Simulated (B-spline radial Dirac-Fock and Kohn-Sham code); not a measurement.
**The free carbon atom: differential elastic cross section for electrons at 74.6 keV**

Level of theory: relativistic (Dirac) partial waves in the static field of the Dirac-Fock atom with Furness-McCarthy exchange, without polarisation or absorption potentials; a radial B-spline solver.

```
θ (°)  dσ/dΩ (a₀²/sr)  Sherman function
    0            28.7             0.000
   10         0.00524             0.000
   20        0.000372             0.000
   30        7.59e-05            -0.001
   40        2.47e-05            -0.002
   50        1.05e-05            -0.003
   60        5.27e-06            -0.004
   70        2.98e-06            -0.006
   80        1.85e-06            -0.007
   90        1.23e-06            -0.009
  100        8.72e-07            -0.009
  110        6.50e-07            -0.010
  120        5.08e-07            -0.010
  130        4.13e-07            -0.010
  140        3.51e-07            -0.009
  150        3.09e-07            -0.007
  160        2.82e-07            -0.005
  170        2.67e-07            -0.003
  180        2.61e-07             0.000
```

The total elastic cross section is 0.0362 a₀², the first transport cross section 6.27e-05 a₀² and the second, weighted with (3/2) sin²θ, 0.000165 a₀². The mean deflection is ⟨1 − cos θ⟩ = 0.00173, and 0.010 % of the collisions scatter beyond 90°.

Values without a named source are computed, but for edge energies of neutral atoms, which are taken from tables.
